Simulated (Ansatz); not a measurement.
Geometry optimisation of `S[SiH](Cl)CCl`.

```yaml
crystal:
  periodic: [false, false, false]
  atoms:
    - {symbol: S, position_ang: [0.984613, 1.926751, -0.727164]}
    - {symbol: Si, position_ang: [0.845061, -0.170610, -0.289738]}
    - {symbol: Cl, position_ang: [2.401169, -0.675797, 0.995211]}
    - {symbol: C, position_ang: [-0.793198, -0.506576, 0.608451]}
    - {symbol: Cl, position_ang: [-2.151870, -0.003308, -0.476815]}
    - {symbol: H, position_ang: [-0.352718, 1.945751, -1.018535]}
    - {symbol: H, position_ang: [0.943201, -1.052579, -1.496501]}
    - {symbol: H, position_ang: [-0.867658, 0.073305, 1.549280]}
    - {symbol: H, position_ang: [-0.920000, -1.583337, 0.838812]}
basis:
  gaussian: {orbitals: def2-TZVP}
hamiltonian: {xc: pbe0, dispersion: d4}
relax: {f_tol: 0.005, max_steps: 150}
```

```sh
$ ansatz run in.yaml --threads 4 --pin off --events-out ev --progress --plain
```

Shortened log:

```
Functional definition: PBE0
mean field -44848.19480199 eV, -1648.1407597750 hartree, gradient 7.0e-5 eV, S^2 0.000000; 0 other end points of the search recorded, 0 dependent functions left out
relax step   1: F+E_penalty+E_count = -44848.45390650 eV  Δ(F+E_penalty+E_count) = +0.000e0 eV  max|allowed force component| = 5.602e-1 eV/Å  Δτ_max = 0.0000 Å  (27 SCF iters, accepted)
mean field -44848.23865159 eV, -1648.1423712180 hartree, gradient 1.3e-5 eV, S^2 0.000000; 0 other end points of the search recorded, 0 dependent functions left out
relax step   2: F+E_penalty+E_count = -44848.49866633 eV  Δ(F+E_penalty+E_count) = -4.476e-2 eV  max|allowed force component| = 2.673e-1 eV/Å  Δτ_max = 0.0625 Å  (31 SCF iters, accepted)
mean field -44848.24516592 eV, -1648.1426106152 hartree, gradient 1.2e-5 eV, S^2 0.000000; 0 other end points of the search recorded, 0 dependent functions left out
relax step   3: F+E_penalty+E_count = -44848.50572082 eV  Δ(F+E_penalty+E_count) = -7.054e-3 eV  max|allowed force component| = 8.818e-2 eV/Å  Δτ_max = 0.0560 Å  (31 SCF iters, accepted)
mean field -44848.24773220 eV, -1648.1427049244 hartree, gradient 1.2e-5 eV, S^2 0.000000; 0 other end points of the search recorded, 0 dependent functions left out
relax step   4: F+E_penalty+E_count = -44848.50818837 eV  Δ(F+E_penalty+E_count) = -2.468e-3 eV  max|allowed force component| = 5.959e-2 eV/Å  Δτ_max = 0.0558 Å  (30 SCF iters, accepted)
mean field -44848.25029758 eV, -1648.1427992003 hartree, gradient 1.4e-5 eV, S^2 0.000000; 0 other end points of the search recorded, 0 dependent functions left out
relax step   5: F+E_penalty+E_count = -44848.51035483 eV  Δ(F+E_penalty+E_count) = -2.166e-3 eV  max|allowed force component| = 5.921e-2 eV/Å  Δτ_max = 0.0871 Å  (30 SCF iters, accepted)
mean field -44848.25101357 eV, -1648.1428255124 hartree, gradient 1.2e-5 eV, S^2 0.000000; 0 other end points of the search recorded, 0 dependent functions left out
relax step   6: F+E_penalty+E_count = -44848.51085958 eV  Δ(F+E_penalty+E_count) = -5.048e-4 eV  max|allowed force component| = 4.699e-2 eV/Å  Δτ_max = 0.0282 Å  (31 SCF iters, accepted)
mean field -44848.25116158 eV, -1648.1428309516 hartree, gradient 1.2e-5 eV, S^2 0.000000; 0 other end points of the search recorded, 0 dependent functions left out
relax step   7: F+E_penalty+E_count = -44848.51103002 eV  Δ(F+E_penalty+E_count) = -1.704e-4 eV  max|allowed force component| = 4.941e-3 eV/Å  Δτ_max = 0.0107 Å  (32 SCF iters, accepted)
mean field -44848.25117236 eV, -1648.1428313477 hartree, gradient 1.2e-5 eV, S^2 0.000000; 0 other end points of the search recorded, 0 dependent functions left out
relax step   8: F+E_penalty+E_count = -44848.51104637 eV  Δ(F+E_penalty+E_count) = -1.635e-5 eV  max|allowed force component| = 3.438e-3 eV/Å  Δτ_max = 0.0064 Å  (32 SCF iters, accepted)
mean field -44848.25117236 eV, -1648.1428313477 hartree, gradient 2.0e-5 eV, S^2 0.000000; 1 other end points of the search recorded, 0 dependent functions left out
Total energy: -44848.51107708 eV, -1648.1523826702 hartree
Atom 0 at     0.994462     1.938803    -0.608736 Å, force     0.000548    -0.001147     0.000472 eV/Å
Atom 1 at     0.793086    -0.142855    -0.257356 Å, force     0.002469     0.003438    -0.000801 eV/Å
Atom 2 at     2.368155    -0.678564     0.941374 Å, force    -0.000486    -0.001032     0.000188 eV/Å
Atom 3 at    -0.798412    -0.539124     0.649463 Å, force    -0.002492    -0.002352     0.001483 eV/Å
Atom 4 at    -2.152418    -0.105190    -0.432486 Å, force     0.000674    -0.000456     0.000999 eV/Å
Atom 5 at    -0.185272     1.993206    -1.255809 Å, force    -0.001386     0.000482    -0.000687 eV/Å
Atom 6 at     0.851025    -0.943489    -1.499151 Å, force     0.000355     0.000294     0.000428 eV/Å
Atom 7 at    -0.902805     0.033974     1.570284 Å, force     0.001698    -0.000020    -0.002709 eV/Å
Atom 8 at    -0.879221    -1.603162     0.875418 Å, force    -0.001381     0.000792     0.000627 eV/Å
Dipole moment:    -0.167508    -0.128587     0.061207 e Å
```

Run time 40 s (4 threads of a server CPU on a shared host); peak host memory 0.65 GiB.
